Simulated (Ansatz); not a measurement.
`B[SiH2]Cl` + `CC(N)=O` → `BNC(C)=O` + `[SiH3]Cl`  (cleavage of the B–Si bond)

Calculated with Ansatz (gas phase, PBE0-D4/def2-TZVP geometries, no zero-point term in ΔE). CCSD(T)/CBS adds triple-zeta CCSD(T) − MP2 to the extrapolated MP2 energy (def2 sets, frozen cores). This one scheme is used for every species. DFT in def2-TZVPP. One conformer a species, not always the lowest.

`B[SiH2]Cl`:

Z-matrix (Å, degrees):
```
Si
Cl 1 2.064
B 1 2.003 2 113.7
H 1 1.488 2 107.4 3 122.1
H 1 1.488 2 107.4 3 -121.7
H 3 1.193 1 123.6 2 -0.9
H 3 1.197 1 118.0 2 179.3
```

`CC(N)=O`:

```xyz
9

C     0.273   -1.062    0.108
C    -0.134    0.235   -0.548
N    -0.287    1.294    0.287
O    -0.306    0.325   -1.744
H     1.263   -1.338   -0.260
H     0.298   -1.017    1.197
H    -0.422   -1.841   -0.206
H    -0.142    1.223    1.276
H    -0.544    2.181   -0.110
```

`BNC(C)=O`:

Cartesian coordinates in Å:
```
B 1.224 -0.790 -1.480
N 0.273 -0.071 -0.730
C 0.029 -0.190 0.647
C -1.060 0.715 1.158
O 0.639 -0.951 1.347
H 1.288 -0.552 -2.649
H 1.915 -1.591 -0.938
H -0.311 0.608 -1.195
H -2.008 0.484 0.663
H -0.822 1.760 0.945
H -1.169 0.577 2.231
```

`[SiH3]Cl`:

Cartesian coordinates in Å:
```
Si -0.077 0.080 -0.064
Cl 1.161 -1.200 0.958
H -0.831 0.891 0.919
H -1.007 -0.724 -0.890
H 0.754 0.953 -0.924
```

(1) Is it downhill or uphill in electronic energy at CCSD(T)/CBS, and by how much? (An estimate is asked.)

(2) What do these levels give: PBE-D4, PBE0-D4, PBE, r2SCAN, MP2/def2-TZVPP, CCSD/def2-TZVPP, CCSD(T)/def2-TZVPP, HF/def2-QZVPP, MP2/def2-QZVPP, SCS-MP2/def2-QZVPP, HF/CBS(def2), CCSD/CBS(def2)? (Estimate.)

Largest T1 diagnostic among the species: 0.015.

Answers

(1) The calculation gave: Downhill: ΔE = -33.6 kcal/mol.

(2) Ansatz gave: PBE-D4 -31.1, PBE0-D4 -31.5, PBE -31.0, r2SCAN -32.4, MP2/def2-TZVPP -35.4, CCSD/def2-TZVPP -34.0, CCSD(T)/def2-TZVPP -34.3, HF/def2-QZVPP -34.1, MP2/def2-QZVPP -35.0, SCS-MP2/def2-QZVPP -35.0, HF/CBS(def2) -34.1, CCSD/CBS(def2) -33.3 kcal/mol.
